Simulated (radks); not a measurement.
The numbers below are computed, except where a source is named.
The mean radii <r> (bohr) of the occupied orbitals of an atom or ion are listed with their occupations. Code: a radial shooting solver on a logarithmic mesh with Libxc functionals. Model: Dirac Kohn-Sham, BLYP, spin-unpolarised, spherical densities, finite nucleus; Fermi nuclear charge, rms radius of each element as measured or else 0.836 A^(1/3) + 0.57 fm.

| orbital | occ. | <r> |
|---|---|---|
| 1s1/2 | 2 | 0.1763 |
| 2s1/2 | 2 | 1.004 |
| 2p1/2 | 1.66667 | 1.105 |
| 2p3/2 | 3.33333 | 1.107 |

Name the element and its charge. Open shells, if any, are shared by 2j + 1.

Answer. Z = 9, fluorine, charge 0: F in [He] 2s2 2p5. The 1s radius gives Z: for a bare nucleus <r> = (2 gamma + 1)/(2Z) with gamma = sqrt(1 - (Z/c)^2), 0.1664 bohr for Z = 9, and screening makes it slightly larger (0.1763 here). The occupations add up to 9, and the charge is Z minus that.
